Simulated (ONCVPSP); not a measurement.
# Before and after: ONCV potential for Ca

calcium (Ca), optimised norm-conserving Vanderbilt (ONCV), made with ONCVPSP 4.0.1 (LDA (Perdew-Zunger), scalar-relativistic). Core [Ne], reference 3s2 3p6 (charge +2). Waves: 3s: rc 1.35 bohr, ncon 3, nbas 6, qcut 9.5 1/bohr, 2 projectors, debl 2.8 Ha; 3p: rc 1.80 bohr, ncon 4, nbas 8, qcut 9 1/bohr, 2 projectors, debl 1.1 Ha; d scattering state at 0.36 Ha: rc 1.40 bohr, ncon 4, nbas 8, qcut 7.1 1/bohr, 3 projectors, debl 0.8 Ha. Local part: polynomial inside 1.10 bohr (lpopt 5, dvloc0 0 Ha). Core correction: Teter function, fcfact 5.25, rcfact 1.1.

In the p channel the program set the typed energies aside and used -1.584, 0.250 Ha. In the d channel the program set the typed energies aside and used 0.050, 0.850, 1.650 Ha.

All-electron outer shells of the reference configuration (LDA (Perdew-Zunger), scalar-relativistic, ld1.x):

```csv
shell,level (eV),outermost node (bohr),outermost maximum (bohr)
3p,-43.12,0.42,1.04
```

Change: core correction Teter function, fcfact 5.25, rcfact 1.92.

Cutoffs: the cutoffs (Ha) at which the residual kinetic energy of the hardest occupied pseudo-wave falls to 1 and 0.1 mHa per electron; they do not see the model core or the augmentation charge, which bear on the density cutoff. Errors are all-electron minus pseudo energies relative to the spin-unpolarised reference configuration.

Task: What does the change do?

Result: The potential gets neither clearly harder nor softer (29 Ha and 34 Ha → 29 Ha and 34 Ha); both files keep a bound ghost (d); of the 4 tests that both files solve, the error grows in 0 and shrinks in 2 by more than 15 % and 0.3 meV (median size 0.8 → 0.6 meV). A model core, the more so a compact one, raises the density cutoff, which this test does not measure.

| quantity | base | changed |
| --- | --- | --- |
| cutoff, loose | 29 Ha | 29 Ha |
| cutoff, tight | 34 Ha | 34 Ha |
| bound ghosts | d | d |
| GHOST(+) flags under 300 eV | none | none |
| error for 3s2 3p6 4s2, meV [ΔE -18.41 eV] | +1.0 | +0.7 |
| error for 3s2 3p6 4s1, meV [ΔE -11.95 eV] | +0.6 | +0.4 |
| error for 3s2 3p6 4s1.5, meV [ΔE -15.85 eV] | +0.9 | +0.6 |
| error for 3s2 3p6 4s1 4p1, meV [ΔE -15.92 eV] | +0.8 | +0.6 |
| s: phases at 1.37 bohr within 0.05 rad from the reference energy up to (Ha; the scan ends near 5) | to the end of the scan | to the end of the scan |
| p: phases at 1.83 bohr within 0.05 rad from the reference energy up to (Ha; the scan ends near 5) | to the end of the scan | to the end of the scan |
| d: phases at 1.42 bohr within 0.05 rad from the reference energy up to (Ha; the scan ends near 5) | to the end of the scan | to the end of the scan |
| rms error of d²Exc/dni dnj with the model core, mHa | 2.63 | 6.55 |

 A true bound ghost makes a file unfit for plane-wave use even where its test errors are small: the radial tests pick states by their node count and pass the ghost by.
